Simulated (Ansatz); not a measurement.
F6W, triplet, geometry from GFN2-xTB of the parent state (such geometries of metal compounds can be far from the true shape) (another spin typed on purpose, not shown lowest) (core potentials on W); R2SCAN/def2-SV(P) in Ansatz (a program for electronic structure).

Here is a job for Ansatz.
Ansatz 0.2 input:
```yaml
crystal:
  periodic: [false, false, false]
  atoms:
    - {symbol: W, position_ang: [0.00000000, -0.00000000, -0.00000000]}
    - {symbol: F, position_ang: [1.10915424, -0.45499889, -1.39234928]}
    - {symbol: F, position_ang: [-1.10915424, 0.45499889, 1.39234928]}
    - {symbol: F, position_ang: [-1.16633876, 0.78225540, -1.18474218]}
    - {symbol: F, position_ang: [-0.88617967, -1.59904226, -0.18339327]}
    - {symbol: F, position_ang: [0.88617967, 1.59904226, 0.18339327]}
    - {symbol: F, position_ang: [1.16633876, -0.78225540, 1.18474218]}
basis:
  gaussian:
    orbitals: def2-SV_P_.json
hamiltonian:
  xc: r2scan
magnetization: {spin_polarized: false, initial_magnetization: 2}
```
The basis file holds def2-SV(P) in the JSON format of the Basis Set Exchange.

It wrote (shortened):

```
Functional definition: r2SCAN
1182 factors; their error is unknown
mean field evaluation 1: about -18102.0911 eV, gradient 6.4e1 eV
mean field evaluation 2: about -17951.9090 eV, gradient 2.5e2 eV
mean field evaluation 4: about -18105.8944 eV, gradient 4.0e1 eV
mean field evaluation 8: about -18108.0899 eV, gradient 2.1e1 eV
mean field evaluation 16: about -18102.1058 eV, gradient 6.4e1 eV
mean field evaluation 32: about -18109.5059 eV, gradient 1.9e-6 eV
mean field evaluation 64: about -17891.2290 eV, gradient 5.0e2 eV
mean field evaluation 96: about -17908.5837 eV, gradient 5.0e2 eV
mean field evaluation 128: about -18108.9245 eV, gradient 1.5e0 eV
mean field evaluation 160: about -18109.4845 eV, gradient 1.9e0 eV
mean field evaluation 192: about -18108.7674 eV, gradient 1.6e0 eV
mean field evaluation 224: about -18108.6837 eV, gradient 1.3e0 eV
mean field evaluation 256: about -18106.3747 eV, gradient 3.3e1 eV
mean field evaluation 288: about -18109.4784 eV, gradient 8.9e-1 eV
mean field evaluation 320: about -18109.4963 eV, gradient 7.4e-1 eV
mean field evaluation 352: about -18109.5053 eV, gradient 1.6e-1 eV
mean field -18109.50593850 eV, -665.5120681759 hartree, gradient 1.8e-6 eV, S^2 2.000000; 19 other end points of the search recorded, 0 dependent functions left out
reference -18109.50597796 eV, -665.5120696260 hartree; 35, 33 occupied and 74, 76 virtual orbitals, 1182 factors
Total energy: -18109.50597796 eV, -665.5120696260 hartree
```
